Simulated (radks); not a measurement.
Results of a calculation; reference values are marked as such.
Excited configurations of Li+: one electron is placed in a higher orbital outside 1s1. The ground configuration is [He]. Code: a radial shooting solver on a logarithmic mesh with Libxc functionals. Model: scalar-relativistic Kohn-Sham, PBE, spin-unpolarised, spherical densities, point nucleus. Excitation = E - E(ground); binding = E(ion) - E, where the ion is the core of charge +2; n* = 2/sqrt(2 binding) in atomic units, and the quantum defect is n - n*.

outer orbital,excitation (eV),binding (eV),quantum defect,eigenvalue (eV),<r> (bohr)
2p,65.385,13.881,0.020,-9.781,2.443
3s,72.212,7.055,0.223,-5.534,5.869
3p,72.728,6.538,0.115,-4.998,5.855
4d,75.725,3.541,0.080,-2.731,10.26
4f,75.837,3.430,0.016,-2.477,8.994
6s,77.517,1.749,0.422,-1.435,24.30
6f,77.646,1.621,0.205,-1.291,23.26

The Delta-SCF ionisation energy is 79.266 eV (NIST Atomic Spectra Database: 75.640 eV, theoretical). Self-interaction in the functional shifts the binding energies and quantum defects, so they are the method's values and not measured ones. Spin polarisation and multiplet splitting are left out, so open shells lie too high by an amount that depends on their filling.

Beside tabulated values, note that spin-unpolarised runs miss the spin-polarisation part of the exchange energy of open shells.
